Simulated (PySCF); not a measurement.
## Correlation energy of Dy⁴⁹⁺ (dysprosium, charge +49)

[Ne] 3s2 3p5, 2P determinant. Computed with PySCF 2.14 in an even-tempered Gaussian basis (16 s from 11 bohr⁻², ratio 2.5; 10 p from 14 bohr⁻², ratio 2.5; 4 d from 60 bohr⁻², ratio 2.7; 4 f from 90 bohr⁻², ratio 2.7), with the non-relativistic Hamiltonian (point nucleus). Frozen: 1s2; 15 electrons correlated; the 17 highest virtual orbitals of each spin left out.

| level | correlation energy (mhartree) |
| --- | --- |
| CCSD | -606.64 |
| (T) | -1.00 |
| CCSD(T) | -607.64 |

Diagnostics: T1 = 0.00049, D1 = 0.0023, largest double amplitude 0.021.

Problem. Is a single reference adequate?

Solution. Yes, within this model without spin-orbit coupling: T1 lies below 0.03 and no double amplitude reaches 0.07.

At this charge a non-relativistic calculation is a model, useful for the Z dependence of the correlation energy.
